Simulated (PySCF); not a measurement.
Bi(F)2(OMe) (CH3BiF2O), SMILES C[O][Bi]([F])[F].

Geometry optimised at B3LYP-D3(BJ)/def2-SVP. The def2 effective core potentials stand for the cores of Bi; spin–orbit coupling is left out. One conformer was computed; it need not be the lowest.

Two levels are set side by side: PBE/def2-TZVP (PySCF) and ωB97X/def2-TZVP (PySCF). Same geometry, gas phase. Differences are taken from unrounded values.

| quantity | ωB97X |
|---|---|
| orbital gap (eV) | 10.85 |
| highest occupied level (eV) | -10.58 |
| lowest empty level (eV) | 0.27 |
| dipole moment (D) | 3.71 |
| mean polarisability (bohr³) | 53.2 |

Question: What does PBE give, and how far is it from ωB97X? (Estimate from the structure and the level; the computed values follow.)

Answer: 
| quantity | PBE | PBE minus ωB97X |
|---|---|---|
| orbital gap (eV) | 4.22 | -6.63 |
| highest occupied level (eV) | -6.55 | 4.03 |
| lowest empty level (eV) | -2.33 | -2.60 |
| dipole moment (D) | 3.29 | -0.42 |
| mean polarisability (bohr³) | 57.1 | 3.8 |

Without exact exchange PBE keeps part of each electron's self-repulsion, which lifts occupied levels and narrows the gap. PBE's more diffuse valence density responds more strongly to a field. Differences between two approximate levels are no errors against the true value.

Rough cost on one machine, each run with all the roots and properties that it gave: ωB97X against PBE within a factor of 2.
